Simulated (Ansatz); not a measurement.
A nudged elastic band was laid between two geometries of CH9AlB2Si (14 atoms, charge 0, multiplicity 1).

Computed with RKS B3LYP/6-31G in Ansatz.

| Item | Value |
| --- | --- |
| movable images | 7 |
| climbing image | yes |
| spring | 5.0 eV/Å² |
| optimiser | quadratic models (default) |
| start path | through a guess of the saddle point |
| force threshold | 0.05 eV/Å |
| iteration limit | 37 |
| end points | relaxed |

Image 0:

```xyz
14
Properties=species:S:1:pos:R:3
B -2.813 0.211 1.046
B -1.736 -0.948 1.323
Al -0.129 -1.239 -0.070
C 1.595 -0.270 0.068
Si 1.814 1.117 -1.244
H -2.639 1.339 1.426
H -3.789 0.038 0.368
H -1.726 -1.702 2.259
H -0.313 -2.295 -1.277
H 1.709 0.177 1.064
H 2.418 -0.986 -0.073
H 3.067 1.921 -1.019
H 0.651 2.075 -1.213
H 1.878 0.531 -2.628
```

Image 8:

```xyz
14
Properties=species:S:1:pos:R:3
B -1.860 -0.136 1.729
B -2.415 -1.011 0.672
Al -0.242 -1.092 0.165
C 1.321 0.117 0.246
Si 1.657 1.050 -1.402
H -1.346 0.665 2.420
H -2.629 0.330 0.708
H -3.099 -1.696 0.006
H -0.036 -2.577 -0.411
H 1.201 0.866 1.038
H 2.216 -0.478 0.475
H 2.885 1.917 -1.324
H 0.491 1.936 -1.755
H 1.844 0.080 -2.538
```

Which bonds break or form, and what moves?

No bond is made or broken.

Give the energies along the band, and the barrier.

The forces met the threshold. The highest image is number 3 of 0 to 8, 0.32 eV above the first end and 0.21 eV above the last; the last end lies 0.11 eV above the first. Beside the main top the profile has a ripple of under 15 meV (maxima at images 3, 6), which may be a very shallow well or noise. A vibrational analysis at the climbing image gives 2 clearly imaginary modes (438i, 51i cm⁻¹): a point of higher order, so a lower path passes nearby. Limits of this set-up: no polarisation functions.

```csv
image,path coordinate (Å),energy (eV)
0,0.00,0.00
1,0.87,0.01
2,1.74,0.09
3,2.62,0.32
4,3.47,0.12
5,4.33,0.11
6,5.18,0.12
7,6.03,0.12
8,6.89,0.11
```

What is the geometry of the highest image?


```xyz
14
Properties=species:S:1:pos:R:3
B -2.098 0.405 1.117
B -1.980 -1.078 1.385
Al -0.210 -1.282 0.033
C 1.451 -0.217 0.152
Si 1.569 1.191 -1.153
H -1.830 1.553 1.063
H -2.813 -0.114 0.199
H -2.487 -2.104 1.694
H -0.250 -2.501 -1.021
H 1.544 0.239 1.146
H 2.315 -0.879 -0.003
H 2.856 1.962 -1.042
H 0.434 2.166 -0.992
H 1.485 0.630 -2.548
```

Time of the run: 11 min on 1 thread of Arm Neoverse V1 (shared host), peak memory 0.17 GiB.
